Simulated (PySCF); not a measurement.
The numbers are results of PBE-D3(BJ)/def2-TZVP // B3LYP-D3(BJ)/def2-SVP run with PySCF, not measurements. Isolated molecules, 0 K electronic values unless said otherwise. One relaxed conformer stands for a flexible species; it need not be the lowest. Excitations are Tamm–Dancoff values on a coarser integration grid. The basis has no diffuse functions, so Rydberg states are missing or too high.

Reference species: [Al(F)3(H2O)] (neutral, multiplicity 1).

- HOMO = -8.58 eV
- LUMO = -1.81 eV
- S1–T1 gap (TDA) = 0.05 eV
- HOMO–LUMO gap = 6.77 eV

Changed species: [Al(F)3(NH3)] (adduct with NH3; the reference has adduct with H2O).

Question: Predict the effect on the HOMO, LUMO, S1–T1 gap (TDA) and HOMO–LUMO gap.

Answer: the HOMO rises by 0.32 eV, to -8.26 eV; the LUMO increases by 0.45 eV, to -1.36 eV; the S1–T1 gap (TDA) hardly moves; the HOMO–LUMO gap rises by 0.13 eV, to 6.90 eV.
